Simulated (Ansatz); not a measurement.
## Ligand exchange: InH2Cl + CHBr2I → InH2I + CHBr2Cl

Species: InH2Cl `[Cl][InH2]`, singlet; CHBr2I `BrC(Br)I`, singlet; InH2I `[InH2][I]`, singlet; CHBr2Cl `ClC(Br)Br`, singlet. The partners trade Cl for I: In–Cl and C–I bonds give way to In–I and C–Cl.

Shapes, held fixed at every level: PBE0-D4/def2-TZVP. Programs: Ansatz 0.2.0. The zero-point and thermal change to 298 K, harmonic and unscaled (PBE0-D4/def2-TZVP), is +1.0 kJ/mol.

```tsv
level	kind	ΔH(298 K) (kJ/mol)	less CCSD(T)/def2-TZVPP	CPU time (sum over the molecules)
PBE-D4/def2-TZVPP	GGA	-12.1	-5.2	21 s
PBE0-D4/def2-TZVPP	global hybrid	-15.4	-8.5	27 s
r2SCAN0-D4/def2-TZVPP	global hybrid	-16.6	-9.7	49 s
wB97M-V/def2-TZVPP	range-separated hybrid	-12.1	-5.2	1.7 min
wB97X-V/def2-TZVPP	range-separated hybrid	-12.1	-5.2	69 s
CCSD(T)/def2-SVP	coupled cluster or CI	-19.7	-12.8	29 s
CCSD(T)/def2-TZVPP	coupled cluster or CI	-6.9	0.0	4.5 min
```

The highest level, CCSD(T)/def2-TZVPP, gives ΔH(298 K) = -6.9 kJ/mol; the levels span -19.7 to -6.9. The column of differences is taken from that level and isn't an error. No measured value is set beside it here. For atoms past krypton def2 sets carry core potentials with scalar relativity. Relativity is left out for Br. Outer-core shells of Br, I, In are correlated, in sets that cover them unevenly. CCSD(T)/def2-TZVPP lies outside the range of all other levels here, so it shouldn't be taken on trust. Times are processor times on shared x86 and Arm servers, and rough.
